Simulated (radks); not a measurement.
Ionisation of the iridium ion Ir+, [Xe] 4f14 5d7 6s1, to [Xe] 4f14 5d7 as the strength of local exchange is varied. All-electron calculation, scalar-relativistic Kohn-Sham, Slater X-alpha exchange (alpha = 2/3 is LDA exchange), no correlation, spin-polarised, spherical densities, finite nucleus; open shells are filled with parallel spins first (spin-orbit coupling, left out, can overturn this in heavy ions); Fermi nuclear charge, rms radius 5.4032 fm. Program: a radial shooting solver on a logarithmic mesh with Libxc functionals.

alpha	E(Ir+) (hartree)	exchange (hartree)	IE (eV)	-e of the level emptied (eV)	<r> of it (bohr)
0.606	-17775.8584	-297.4402	16.973	13.166 (6s)	2.719
0.667	-17805.9857	-327.9714	17.568	13.752 (6s)	2.684
0.679	-17811.9188	-333.9903	17.686	13.869 (6s)	2.677
0.749	-17846.5705	-369.1831	18.382	14.558 (6s)	2.639
0.883	-17913.1030	-436.9468	19.745	15.918 (6s)	2.568
0.893	-17918.0786	-442.0245	19.848	16.021 (6s)	2.562

NIST Atomic Spectra Database: 17.0 +/- 0.3 eV (semi-empirical). The Delta-SCF value meets it near alpha = 0.61. Open shells are spherical and high-spin; term and fine-structure splittings are not resolved. Spin-orbit splitting is averaged out at the scalar-relativistic level.
